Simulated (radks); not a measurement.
Task: Se5+, configuration [Ar] 3d10 4s1. Calculated with a radial shooting solver on a logarithmic mesh with Libxc functionals: Dirac Kohn-Sham, PBE, spin-unpolarised, spherical densities, point nucleus. Some entries of the table are withheld. Estimate them.

| orbital | occ. | eigenvalue (Ry) | <r^2> (bohr^2) | <1/r> (bohr^-1) |
|---|---|---|---|---|
| 1s1/2 | 2 | -924.0379 | 0.002616 | 34.56 |
| 2s1/2 | 2 | -123.1993 | 0.04520 | 7.686 |
| 2p1/2 | 2 | -111.0596 | 0.03485 | (1) |
| 2p3/2 | 4 | -107.9884 | 0.03630 | (2) |
| 3s1/2 | 2 | -20.75318 | 0.3777 | 2.503 |
| 3p1/2 | 2 | -16.59468 | 0.3951 | (3) |
| 3p3/2 | 4 | -16.16095 | 0.4091 | (4) |
| 3d3/2 | 4 | (5) | 0.4709 | (6) |
| 3d5/2 | 6 | (7) | 0.4768 | (8) |
| 4s1/2 | 1 | -5.55048 | 2.664 | 0.8700 |

Result: 
(1) 2p1/2 <1/r> (bohr^-1): 7.652
(2) 2p3/2 <1/r> (bohr^-1): 7.415
(3) 3p1/2 <1/r> (bohr^-1): 2.384
(4) 3p3/2 <1/r> (bohr^-1): 2.328
(5) 3d3/2 eigenvalue (Ry): -8.98012
(6) 3d3/2 <1/r> (bohr^-1): 2.061
(7) 3d5/2 eigenvalue (Ry): -8.91306
(8) 3d5/2 <1/r> (bohr^-1): 2.047
